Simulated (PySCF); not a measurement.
C$_{4}$H$_{8}$O$_{2}$, charge +1, doublet, geometry from GFN2-xTB (a state made from the parent by changing its charge; the spin is typed, not shown lowest). Base run: PySCF with B3LYP/3-21G.

PySCF was given this input:
```python
from pyscf import gto, scf, dft

mol = gto.M(
    atom='''
C     1.24838121    0.56633122    0.05490556
C     0.95109126   -0.88057717    0.44967831
O    -0.15829135   -1.41723176   -0.19263771
C    -1.10562953   -0.50305209   -0.63774859
C    -1.09384294    0.81729805    0.13316473
O     0.15829135    1.41723176    0.19263771
H     2.07764636    0.99644659    0.62759449
H     1.55719393    0.55712742   -1.01008607
H     1.79779810   -1.55014425    0.26147632
H     0.76493273   -0.88889739    1.54280820
H    -0.89358449   -0.26296187   -1.69937506
H    -2.08246681   -0.99858341   -0.60791300
H    -1.79297765    1.55228106   -0.28115781
H    -1.42854218    0.59473184    1.16665293
''',
    basis='3-21g',
    charge=1,
    spin=1,
    verbose=4,
)

mf = dft.UKS(mol)
mf.xc = 'b3lyp'
mf.kernel()
mf.analyze()
```

Variants of this job, named by their change:

| change | ΔE vs base (mEh) | fitting functions |
|---|---|---|
| base | 0.000 | - |
| auxbasis = cc-pvtz-jkfit | -0.122 | 714 |
| auxbasis = even-tempered beta=3.0 | -11.166 | 254 |
| auxbasis = def2-tzvp-ri | -0.459 | 576 |
| auxbasis = def2-universal-jfit | -0.097 | 382 |
| auxbasis = cc-pvtz-ri | -0.248 | 726 |
| exchange = seminumerical (SGX) (with mf = sgx.sgx_fit(mf, auxbasis='def2-universal-jfit'); with mf.with_df.dfj = True) | -0.705 | 382 |
| auxbasis = cc-pvqz-jkfit | -0.050 | 1044 |
| auxbasis = even-tempered beta=2.0 | -6.259 | 394 |
| auxbasis = autoaux | -6.016 | 504 |

A fitting set is made for a task (jfit for Coulomb, jkfit for Coulomb and exchange, ri for correlation) and for a family of orbital bases.

Open shells are given as the SCF converged; they aren't shown to be the lowest states, and a large step between rows can be another state.
